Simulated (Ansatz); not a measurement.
HBrCdO, singlet, geometry from GFN2-xTB (such geometries of metal compounds can be far from the true shape) (core potentials on Cd); Ansatz (an electronic-structure program) with CAM-B3LYP/def2-TZVP.

Ansatz was given this input:
Ansatz 0.2 input:
```yaml
crystal:
  periodic: [false, false, false]
  atoms:
    - {symbol: Cd, position_ang: [0.03111796, -0.12558295, 0.81183437]}
    - {symbol: Br, position_ang: [-0.11041016, 0.69590262, -1.43262688]}
    - {symbol: O, position_ang: [0.25716926, -2.00048710, 1.14140420]}
    - {symbol: H, position_ang: [0.31333959, -2.32471339, 2.04265746]}
basis:
  gaussian:
    orbitals: def2-TZVP
hamiltonian:
  xc: cam_b3lyp
```

Q: Predict the main parts of the log of this Ansatz run.

A: 
```
Functional definition: CAM-B3LYP
993 factors; their error is unknown
192 factors; integrals over basis functions are off by at most 7.4e-5 eV
mean field evaluation 1: about -76671.0961 eV, gradient 6.3e1 eV
mean field evaluation 2: about -76633.3711 eV, gradient 1.4e2 eV
mean field evaluation 4: about -76677.9509 eV, gradient 8.0e0 eV
mean field evaluation 8: about -76678.0498 eV, gradient 1.6e-1 eV
mean field evaluation 16: about -76678.4374 eV, gradient 2.3e-4 eV
mean field -76678.43741933 eV, -2817.8806006487 hartree, gradient 3.7e-5 eV, S^2 0.000000; 0 other end points of the search recorded, 0 dependent functions left out
reference -76678.43752529 eV, -2817.8806045426 hartree; 32, 32 occupied and 93, 93 virtual orbitals, 993 factors
Total energy: -76678.43752529 eV, -2817.8806045426 hartree
```
